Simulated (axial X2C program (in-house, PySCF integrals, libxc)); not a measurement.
## Low determinants of Dy

Computed with an in-house all-electron X2C program for linear molecules (integrals from PySCF), basis dyall-v3z (cores contracted in-house), spin-free (one-electron X2C) and two-component (2c, atomic mean-field Coulomb and Gaunt terms). Energies in eV from the lowest row of each column (rows without correlated energies are left out; n/a marks j-coupled starts, which PBE0 does not hold); electrons by l are Mulliken totals of the Hartree–Fock solution, and PBE0 can relax to another configuration under the same block occupation. Coupled cluster uses truncated natural virtuals with an MP2 remainder. Frozen shells in the correlated columns: 4 s, 3 p, 2 d.

The low spin-free determinants:

```csv
electrons by l,"M_S, M_L",HF,MP2,PBE0
s12 p24 d20 f10,"2, 5",0.00,0.00,0.06
s12 p24 d20 f10,"2, 6",0.07,0.05,0.36
s12 p24 d20 f10,"2, 3",0.50,0.39,0.00
s12 p24 d20 f10,"2, 0",1.25,0.97,0.30
s12 p24 d20 f10,"2, 1",1.36,1.06,0.39
s12 p24 d20 f10,"2, 4",1.42,1.10,0.69
s12 p24 d20 f10,"2, 4",1.70,1.32,0.78
s12 p24 d20 f10,"2, 2",1.77,1.42,0.91
```

And the two-component ones:

```csv
electrons by l,2M_J,HF,MP2,PBE0
s12 p24 d20 f10,16,0.00,0.00,0.19
s12 p24 d20 f10,14,0.02,0.03,0.00
s12 p24 d20 f10,10,0.69,0.58,0.15
s12 p24 d20 f10,6,1.03,1.02,1.04
s12 p24 d20 f10,2,1.32,1.20,0.77
s12 p24 d20 f10,12,1.57,1.26,0.74
s12 p24 d20 f10,4,1.73,1.45,0.75
s12 p24 d20 f10,12,1.84,1.47,0.84
```

Ground level as tabulated from the NIST Atomic Spectra Database (leading term): 2S+1 = 5, L = 6, J = 8.

Single determinants need not be terms or J levels, so several rows can belong to one term; PBE0 has no current term and treats spin collinearly, and Hartree–Fock breaks spherical symmetry, which spreads rows that should be degenerate. The search is wide but not exhaustive and can miss a configuration; gaps between s and d configurations can be off by some tenths of an eV with this basis and core.

The run took 2.3 min on 1 thread of Arm Neoverse V1, on a shared host.
